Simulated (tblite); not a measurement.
A tight-binding relaxation on `FC[C@H]1CSBS1`.

Computed with GFN2-xTB geometry optimisation, gas phase (tblite 0.8.0). Start geometry: from a force field or distance geometry. A driver script takes a list of jobs; this job's settings line and coordinates (Å) are shown.

Command:
```bash
OMP_NUM_THREADS=1 python probes_run.py task.json out
```

Input:
```
{"job": {"kind": "relax", "xc": "GFN2-xTB", "basis": "xTB"}, "charge": 0, "multiplicity": 1}
F     -1.934100     0.856000     1.304500
C     -1.444900    -0.190500     0.575900
C     -0.501900     0.236300    -0.545100
C      0.625500     0.992200     0.049200
S      2.169400     0.543300    -0.755200
B      1.872600    -1.343900    -0.773200
S      0.049000    -1.287600    -1.309700
H     -0.911100    -0.895400     1.265700
H     -2.279900    -0.724600     0.083100
H     -1.061800     0.913800    -1.235000
H      0.518000     2.086900    -0.064400
H      0.767100     0.755800     1.136800
H      2.127800    -1.941800     0.249700
```

Task: What does the run print?

Result: 
```
step      E/eV     max force
  0    -596.38954    3.321
  1    -596.72791    2.753
  2    -597.13118    1.218
  3    -597.27177    1.020
  4    -597.37193    0.909
  5    -597.43316    0.629
  6    -597.47705    0.698
  7    -597.53165    1.018
  8    -597.62335    1.337
  9    -597.71420    1.286
... (68 lines left out)
 78    -598.32096    0.114
 79    -598.32161    0.102
 80    -598.32228    0.088
 81    -598.32321    0.063
 82    -598.32338    0.055
 83    -598.32371    0.024
 84    -598.32377    0.018
 85    -598.32382    0.017
 86    -598.32385    0.014
 87    -598.32387    0.008
```

«max force» is the largest atomic force in eV/Å.

Task: From which step on does the largest force stay under 0.1 eV/Å, and how much energy is left to gain from there?

Result: From step 80 (0.088 eV/Å), 1.6 meV above the end.

In short: energy lowered by 44.6 kcal/mol over 87 steps; largest atomic force 0.008 eV/Å at the end.

Hardware: an Arm Neoverse N1 with one thread, no GPU, shared host with 64 logical CPUs at a one-minute load of 59. Cost: 0.92 s wall.
Labels such as C1 count atoms from 1, the log's own numbers from 0.
